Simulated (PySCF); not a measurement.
C8H7N.
Atom-mapped SMILES: `[cH:1]1[cH:2][cH:3][n:4]2[cH:5][cH:6][cH:7][c:8]2[cH:9]1` (hydrogens: H10 on C1; H11 on C2; H12 on C3; H13 on C5; H14 on C6; H15 on C7; H16 on C9)

Structure used (PBE0-D3(BJ)/def2-SVP), in Å, numbered top down from 1:
```xyz
16
C8H7N angstrom
C      2.1792   -0.3999    0.1718
C      1.9358    1.0026    0.0948
C      0.6585    1.4738    0.0475
N     -0.3994    0.6025    0.0730
C     -1.7406    0.8676    0.0349
C     -2.4156   -0.3409    0.0854
C     -1.4675   -1.3804    0.1561
C     -0.2059   -0.7886    0.1485
C      1.1235   -1.2729    0.1976
H      3.2051   -0.7706    0.2098
H      2.7630    1.7131    0.0733
H      0.4053    2.5332   -0.0117
H     -2.1061    1.8899   -0.0248
H     -3.4986   -0.4520    0.0715
H     -1.6610   -2.4493    0.2080
H      1.2789   -2.3518    0.2562
```

Level: PBE0/pcSseg-1 and CAM-B3LYP/def2-SVPD in PySCF, non-relativistic, on one gas-phase PBE0-D3(BJ)/def2-SVP geometry that isn't relaxed in the solvent. The solvent is an IEF-PCM continuum (cavity from Bondi-type radii × 1.2). The model holds no explicit solvent molecules, cavitation or dispersion.

Gas phase at PBE0/pcSseg-1: HOMO -5.53 eV, LUMO -0.79 eV, dipole 1.21 D.

Problem. What does the continuum do to the energy, the frontier levels and the dipole at PBE0/pcSseg-1 in cyclohexane and chloroform?

Solution. 
| solvent | ε | E(solvent) − E(gas) (kJ/mol) | polarisation term (kJ/mol) | distortion of the solute (kJ/mol) | HOMO (eV) | LUMO (eV) | dipole (D) |
| --- | --- | --- | --- | --- | --- | --- | --- |
| cyclohexane | 2.017 | -7.65 | -8.03 | 0.38 | -5.54 | -0.78 | 1.43 |
| chloroform | 4.711 | -14.56 | -15.96 | 1.40 | -5.57 | -0.79 | 1.62 |

The first energy column is the sum of the next two and covers electrostatics alone. From cyclohexane to chloroform the lowering changes by a factor 1.90, Onsager's factor (ε − 1)/(2ε + 1) by 1.76 and ε itself by 2.3.

Problem. Which radius a makes the point-dipole formula ΔE = −[(ε − 1)/(2ε + 1)]·μ²/a³ give the value in chloroform, with the gas-phase dipole?

Solution. μ = 0.477 au and |ΔE| = 0.00555 Eh give a = 1.29 Å; the farthest nucleus lies 3.53 Å from the centroid of the nuclei, so such a sphere wouldn't even hold the nuclei. The formula assumes a rigid point dipole at the centre of a sphere.

Problem. Give the dipole vector in the frame of the coordinates (D, pointing from negative to positive charge), gas and chloroform.

Solution. Gas (0.65, 1.02, -0.04), solvent (0.87, 1.36, -0.05). Its length changes by +34 % and its direction by less than 1°.

Problem. Which IAO charges (PBE0/pcSseg-1) respond most in chloroform (means over atoms taken as equivalent)?

Solution. 
```tsv
atoms	environment	gas (e)	solvent (e)	change
H12	aromatic hydrogen	+0.162	+0.175	+0.013
C7	aromatic CH carbon	-0.242	-0.255	-0.013
C6	aromatic CH carbon	-0.187	-0.199	-0.012
H13	aromatic hydrogen	+0.157	+0.168	+0.011
C9	aromatic CH carbon	-0.155	-0.164	-0.009
H11	aromatic hydrogen	+0.160	+0.169	+0.009
H16	aromatic hydrogen	+0.161	+0.169	+0.008
H10	aromatic hydrogen	+0.154	+0.162	+0.008
C8	ring-fusion aromatic carbon	+0.058	+0.051	-0.007
C2	aromatic CH carbon	-0.187	-0.193	-0.006
H14	aromatic hydrogen	+0.157	+0.163	+0.006
H15	aromatic hydrogen	+0.155	+0.160	+0.005
```

Gas phase at CAM-B3LYP/def2-SVPD: HOMO -6.63 eV, LUMO 0.22 eV, dipole 1.20 D.

Problem. What does the continuum do to the energy, the frontier levels and the dipole at CAM-B3LYP/def2-SVPD in cyclohexane and chloroform?

Solution. 
| solvent | ε | E(solvent) − E(gas) (kJ/mol) | polarisation term (kJ/mol) | distortion of the solute (kJ/mol) | HOMO (eV) | LUMO (eV) | dipole (D) |
| --- | --- | --- | --- | --- | --- | --- | --- |
| cyclohexane | 2.017 | -6.40 | -6.76 | 0.36 | -6.62 | 0.25 | 1.43 |
| chloroform | 4.711 | -12.20 | -13.56 | 1.36 | -6.64 | 0.25 | 1.63 |

Problem. How does the static polarisability (CAM-B3LYP/def2-SVPD, frozen core, with the continuum's full static response) change?

Solution. 
| medium | isotropic (au) | principal values (au) | ⟨r²⟩ of the electrons (bohr²) |
| --- | --- | --- | --- |
| gas | 100.9 | 56.1, 103.8, 142.7 | 991.9 |
| cyclohexane | 116.9 | 62.7, 120.2, 167.6 | 991.3 |
| chloroform | 132.0 | 70.5, 135.7, 189.9 | 990.7 |

The isotropic value in chloroform is 1.31 times the gas-phase one; no cavity-field correction is applied. ⟨r²⟩ is taken about the centre of nuclear charge.

Cost: about 80 s of CPU time on one thread; the machine was shared, so the figure is rough. This is the whole shielding run at PBE0/pcSseg-1 in chloroform, SCF included.
